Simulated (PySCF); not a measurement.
hydronium (H3O), SMILES [OH3+], charge +1. Geometry: PBE-D3(BJ)/def2-TZVPD.

Computed equilibrium geometry at PBE-D3(BJ)/def2-TZVPD (PySCF confirms it by a frequency run) as bond lengths and angles, and its point group:
point group C3v.
Atoms: O1 H2 H3 H4. Bond lengths (Å): O1–H2 0.990, O1–H3 0.990, O1–H4 0.990. Bond angles (°): H2–O1–H3 111.5, H2–O1–H4 111.5, H3–O1–H4 111.5.
Charge +1, spin multiplicity 1.
